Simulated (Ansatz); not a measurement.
System: CuI2, net charge -1, singlet state. 
Structure (B3LYP-D3(BJ)/def2-TZVP (Ansatz, a quantum-chemistry and plane-wave program) minimum search):
```
Cu
I 1 2.4757
I 1 2.4757 2 180.00
```
Charge -1, spin multiplicity 1.

Total electronic energies in hartree. Correlated levels leave the core frozen unless marked. Spin-orbit coupling is left out. Frozen are the shells of the preceding noble gas and the d and f shells that filled before the atom's block. Past Kr the def2 sets carry scalar-relativistic core potentials. CBS marks a two-point X^-3 extrapolation of the correlation energy; Hartree-Fock from the larger set. [CCSD(T)-MP2]/basis is that difference in the basis named.

```tsv
level	program	energy (Eh)
HF/def2-SVP	Ansatz	-2232.22683
PBE-D4/def2-TZVPD	Ansatz + dftd4	-2235.91052
BLYP/def2-TZVPD	Ansatz	-2236.15878
revPBE-D3(BJ)/def2-TZVPD	Ansatz + dftd3	-2236.15949
PBE0-D4/def2-TZVP	Ansatz + dftd4	-2235.95795
PBE0/def2-TZVPD	Ansatz	-2235.95670
LC-wPBE-D3(BJ)/def2-TZVPD	Ansatz + dftd3	-2236.04363
wB97X-V/def2-TZVPD	Ansatz	-2235.98907
B2GP-PLYP-D3(BJ)/def2-TZVPD	Ansatz + dftd3	-2235.05606
MP2/def2-TZVPP	Ansatz	-2233.27314
RI-MP2/def2-TZVPP	Ansatz	-2233.27299
SCS-MP2/def2-SVPD	Ansatz	-2232.71802
CCSD/def2-SVPD	Ansatz	-2232.74967
CCSD/def2-TZVPPD	Ansatz	-2233.23388
RI-MP2/CBS(def2-TZVPPD,def2-QZVPPD)+[CCSD(T)-MP2]/def2-TZVPPD	Ansatz	-2233.4364
```

Totals of different functionals don't rank their quality; only differences between species are comparable.
